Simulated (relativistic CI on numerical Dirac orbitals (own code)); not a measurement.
# What each ingredient does to the levels of Tc27+

Base calculation: Dirac-Coulomb-Breit CI, separate exchange-only KLI orbitals for each configuration, model QED (radiative potential, 1s self-energy scaled to tabulated hydrogen-like ionisation energies), unscaled Slater integrals.

Configurations in the expansion (outside the closed core [Ne]): 3s2.3p4, 3s.3p5, 3s2.3p3.3d, 3p6, 3s.3p4.3d, 3p5.3d, 3s.3p3.3d2, 3s2.3p2.3d.4p, 3p5.4s, 3s2.3p3.4s, 3s.3p3.3d.4s, 3p5.4p, 3s2.3p3.4p, 3s2.3p3.4d, 3s.3p4.4s, 3p4.3d.4p, 3s2.3p3.4f, 3s.3p4.4p, 3s.3p4.4d, 3s.3p4.4f, 3s2.3p3.5s, 3s2.3p3.5p, 3s2.3p3.5d, 3s2.3p2.4s.4p, 3s2.3p3.5f, 3s2.3p3.5g, 3s.3p3.4s2, 3s.3p4.5s, 3s.3p4.5p, 3s2.3p2.3d2, 3s2.3p.3d3, 3s.3p2.3d3, 3s2.3p.3d2.4s, 3s2.3p.3d2.4p, 3s2.3p.3d2.4d, 3p4.3d2, 3p3.3d3, 3p3.3d2.4s, 3p3.3d2.4p, 3p3.3d2.4d, 3s2.3p2.3d.4s, 3s.3p2.3d2.4s, 3s2.3p.3d.4s2, 3s2.3p.3d.4s.4p, 3s2.3p.3d.4s.4d, 3p4.3d.4s, 3p3.3d.4s2, 3p3.3d.4s.4p, 3p3.3d.4s.4d, 3s2.3p2.4s2, 3s.3p2.3d.4s2, 3s2.3p.4s2.4p, 3s2.3p.4s2.4d, 3s2.3p2.4p2, 3s2.3p.3d.4p2, 3s.3p2.3d.4p2, 3s2.3p.4s.4p2, 3s2.3p.4p3, 3s2.3p.4p2.4d. Double excitations out of closed p, d and f shells are left out; levels of such configurations are missing from the list, as are those of other unlisted configurations, and high levels can miss mixing partners. These lack a partner that the ground configuration has and come out too high: 3s2.3p3.4f, 3s.3p4.4p, 3s.3p4.4d, 3s.3p4.4f, 3s2.3p3.5s.

The lowest level and the first level of each name with at least 55 % of one term (blank where a level has no safe partner in the second run):

```tsv
Level	Base (cm⁻¹)	Shift (cm⁻¹)
3s2.3p4 3P_2	0	0
3s2.3p4 3P_1	197225	+7
3s2.3p4 1D_2	242109	+12
3s.3p5 3P°_2	808456	+1831
3s2.3p3.3d 5D°_0	927836	+2049
3s2.3p3.3d 5D°_1	969475	+1996
3s2.3p3.3d 5D°_4	969859	+2057
3s.3p5 3P°_0	1017978	+1854
3s2.3p3.3d 3D°_1	1087500	+2064
3s2.3p3.3d 1S°_0	1103656	+2068
3s2.3p3.3d 3F°_3	1115942	+2062
3s2.3p3.3d 3D°_3	1135880	+2063
3s2.3p3.3d 3G°_4	1148813	+2057
3s2.3p3.3d 3F°_4	1168932	+2061
3s2.3p3.3d 3G°_5	1209091	+2056
3s2.3p3.3d 3D°_2	1277564	+2070
3s.3p4.3d 5D_3	1668137	+3690
3s.3p4.3d 5D_2	1668358	+3690
3s.3p4.3d 5D_4	1686896	+3690
3s.3p4.3d 5F_5	1761064	+3697
```

At this charge energies of transitions that change n are usually good to better than 1 %, and those within a shell (Δn = 0) to a few per cent.

Question: One thing was changed in a second run, which moved the levels as shown. Which?
A. configuration mixing switched off
B. P86 correlation estimate
C. one mean potential for all configurations
D. Breit term removed
E. QED terms removed

Answer: B. P86 correlation estimate. A correlation estimate moves all levels of a configuration together before mixing; mixed levels move by a weighted share.

LS names give the leading component of a level, which can be under half, so a name can repeat, a term be missing and a line seem to break the LS rules.
